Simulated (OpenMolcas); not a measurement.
## F+, Br+, I+: ns² np⁴ down the group

```json
{"Program": "OpenMolcas 26.06", "Method": "CASSCF", "Basis": "ANO-RCC-VTZP", "Scalar Hamiltonian": "DKH2, point nucleus", "Spin-orbit coupling": "RASSI with atomic mean-field integrals over the reference wave functions, term energies averaged over their components"}
```

Active space for each ion: 6 electrons in 8 orbitals (s p s p).

Computed levels in cm-1 above ³P₂:

```json
{"Level": "³P₁", "F+": "307", "Br+": "2766", "I+": "6106"}
{"Level": "³P₀", "F+": "455", "Br+": "3433", "I+": "5798"}
{"Level": "¹D₂", "F+": "22878", "Br+": "14247", "I+": "15320"}
{"Level": "¹S₀", "F+": "41073", "Br+": "26051", "I+": "27372"}
{"Level": "weight of ³P in the lowest level (%)", "F+": "100", "Br+": "98", "I+": "94"}
```

Measured, with the error of the calculation in %. Measured levels: F+, Br+, I+ from NIST Handbook of Basic Atomic Spectroscopic Data.

```csv
Level,F+,Br+,I+
³P₁,341 (-9.9),3136 (-11.8),7087 (-13.8)
³P₀,490 (-7.1),3837 (-10.5),6448 (-10.1)
¹D₂,20873 (+9.6),12089 (+17.8),13727 (+11.6)
¹S₀,44918 (-8.6),27867 (-6.5),29501 (-7.2)
```

The fine-structure level ³P₀ changes by a factor of 12.7 from F+ to I+.

Without spin-orbit coupling ¹D lies 22722, 12507, 10828 cm-1 above ³P in that order; the difference to the level ¹D₂, of either sign, comes from spin-orbit coupling, which also lowers the zero.

Without dynamic correlation excited terms often stand tens of per cent too high (terms of higher spin than the ground term too low), and those without a measured partner can miss by more than the paired ones (holds for F+; Br+). Active for correlation alone: 3p 3s; no level in the range computed is led by a configuration that fills them, so any true level of that kind is missing (holds for F+). The run also gave levels led by 4s² 4p³ 5s, which use shells meant for correlation; these and all levels above them are left out (holds for Br+). Active for correlation alone: 6p 6s; no level in the range computed is led by a configuration that fills them, so any true level of that kind is missing (holds for I+). Measured partners are found by configuration, term and J. A level has none where our copy of the source lacks it or the pairing is in doubt (some pairs that miss far off the trend of their configuration count as doubtful), and it then counts in no deviation. Only configurations of the active space appear.
